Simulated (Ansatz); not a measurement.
`N[SiH2][AlH][SiH2]S`, relaxed with RKS PBE-D4/def2-SVP in the Gaussian-basis code of Ansatz from a rough embedded geometry. The force threshold is 0.03 eV/Å; the program also tests the step.

Charge 0, multiplicity 1.

Start:

```xyz
13

N    -1.770   -1.626    1.354
Si   -0.068   -1.070    1.377
Al    0.007    1.104    0.506
Si    1.162    1.499   -1.565
S     0.449    0.243   -3.064
H    -2.120   -1.631    0.427
H    -2.327   -0.983    1.942
H     0.451   -1.078    2.708
H     0.702   -1.952    0.545
H    -0.849    2.301    1.193
H     2.602    1.215   -1.254
H     1.026    2.923   -1.902
H     0.737   -0.946   -2.268
```

(1) How much energy does the relaxation release, and in how many steps? (Best estimate.)

(2) Which bonds change most? (Estimate.)

(3) Give the relaxed structure. (Estimate.)

Answers

(1) The calculation gave: 0.94 eV, in 20 steps.

(2) The calculation gave: Al3–S5 from 3.698 to 2.535 Å; Si4–S5 from 2.081 to 2.333 Å; Si2–Al3 from 2.343 to 2.463 Å; S5–H13 from 1.460 to 1.367 Å.

(3) Ansatz gave: 
```xyz
13

N    -1.653   -1.868    1.421
Si   -0.099   -1.030    1.294
Al   -0.176    1.205    0.263
Si    1.645    1.760   -1.236
S    -0.174    0.677   -2.216
H    -2.169   -1.980    0.541
H    -2.300   -1.483    2.119
H     0.494   -1.025    2.683
H     0.795   -1.895    0.426
H    -1.266    2.365    0.449
H     2.805    0.863   -1.592
H     1.757    2.990   -2.100
H     0.340   -0.579   -2.050
```
